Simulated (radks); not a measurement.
Spin polarisation of the 5d9 shell in neutral platinum. Start: [Xe] 4f14 5d(up 4.5, down 4.5) 6s(up 0.5, down 0.5); electrons of 5d are moved from spin down to spin up, other shells keep equal spins. Method: scalar-relativistic Kohn-Sham, SCAN, spin-polarised, spherical densities, finite nucleus; meta-GGA in the generalised Kohn-Sham scheme; Fermi nuclear charge, rms radius of each element as measured or else 0.836 A^(1/3) + 0.57 fm; computed with a radial shooting solver on a logarithmic mesh with Libxc functionals.

| moment (Bohr magnetons) | E - E(0) (eV) | e(5d up) (eV) | e(5d down) (eV) | 6s down minus up (eV) | 5p down minus up (eV) |
|---|---|---|---|---|---|
| 0 | 0.000 | -6.285 | -6.285 | 0.000 | 0.000 |
| 0.25 | -0.011 | -6.374 | -6.194 | 0.062 | 0.240 |
| 0.5 | -0.043 | -6.461 | -6.101 | 0.124 | 0.479 |
| 0.75 | -0.099 | -6.546 | -6.007 | 0.187 | 0.717 |
| 1 | -0.178 | -6.629 | -5.910 | 0.251 | 0.955 |

At moment 1 the spin-polarisation energy is -0.178 eV and the 5d exchange splitting 0.719 eV, that is 0.719 eV per Bohr magneton; E = -I m^2/4 would give I = 0.712 eV.
